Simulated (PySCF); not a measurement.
Predicted microwave data (PBE0/pcSseg-1 in PySCF (dipole) on a GFN2-xTB geometry, gas phase) for one isomer of C4H11N3OSi:

| Item | Value |
| --- | --- |
| Rotational constants | A = 2847, B = 610.0, C = 594.4 MHz |
| Dipole components | \|μa\| = 4.43 D, \|μb\| = 1.16 D, \|μc\| = 2.68 D |
| Inertial defect | -155.77 u·Å² |
| κ | -0.99 |

**Question.** Which candidate fits, each taken in the one conformer that was computed?
A. `[NH2:1][C:2](=[O:3])[C@H:4]1[CH2:5][CH2:6][Si:7]1([NH2:8])[NH2:9]` with H–N1–C2–O3 -9° and -167°, N1–C2–C4–C5 162°, C6–Si7–N8–H 113° and -25°, C6–Si7–N9–H 51° and -86°
B. `[CH3:1][Si@@:2]([NH2:3])([OH:4])[NH:5][CH2:6][CH2:7][C:8]#[N:9]` with C1–Si2–N3–H 64° and -69°, C1–Si2–O4–H -177°, C1–Si2–N5–C6 -58°, Si2–N5–C6–C7 87°, N5–C6–C7–C8 179°

**Answer.** B. It is C[Si@@](N)(O)NCCC#N, a near-prolate asymmetric top, point group C1. The candidates at the same level (rigid rotor, commonest isotopes):

```csv
SMILES,A (MHz),B (MHz),C (MHz),μa (D),μb (D),μc (D),Δ (u·Å²),point group,rotor
C[Si@@](N)(O)NCCC#N,2847,610.0,594.4,4.43,1.16,2.68,-155.77,C1,near-prolate asymmetric top
NC(=O)[C@H]1CC[Si]1(N)N,1901,1154,967.2,3.37,1.99,1.40,-181.23,C1,asymmetric top
```

`NC(=O)[C@H]1CC[Si]1(N)N` has B 89 % too high. No structure here is proved a minimum.
